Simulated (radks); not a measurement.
Results of a calculation; reference values are marked as such.
Question: These are the eigenvalues of the occupied orbitals of an atom or ion with whole-number occupations (eV). Level of theory: Dirac Kohn-Sham, exchange-only PBE, spin-unpolarised, spherical densities, finite nucleus; Fermi nuclear charge, rms radius of each element as measured or else 0.836 A^(1/3) + 0.57 fm (a radial shooting solver on a logarithmic mesh with Libxc functionals).

orbital  eigenvalue
1s1/2     -71727.02
2s1/2     -12585.43
2p1/2     -12054.01
2p3/2     -10613.96
3s1/2     -3056.485
3p1/2     -2818.624
3p3/2     -2505.741
3d3/2     -2105.376
3d5/2     -2037.402
4s1/2     -784.2689
4p1/2     -684.8457
4p3/2     -611.7544
4d3/2     -448.1608
4d5/2     -434.6043
5s1/2     -259.2175
4f5/2     -227.5040
5p1/2     -225.9833
4f7/2     -224.8788

Which element is it, and in what charge state? The configuration may be excited. Open shells, if any, fill j = l - 1/2 first.

Answer: Z = 75, rhenium, charge +11: Re11+ in [Kr] 4d10 4f14 5s2 5p2. The list shows which subshells hold electrons but not how many an open one holds; the 1s level, -2635.9 hartree, gives Z - s = 72.6 by -(Z - s)^2/2, which with screening and relativity narrows Z to a few neighbours, and the depths of the outer levels then fix element, charge and occupations together.
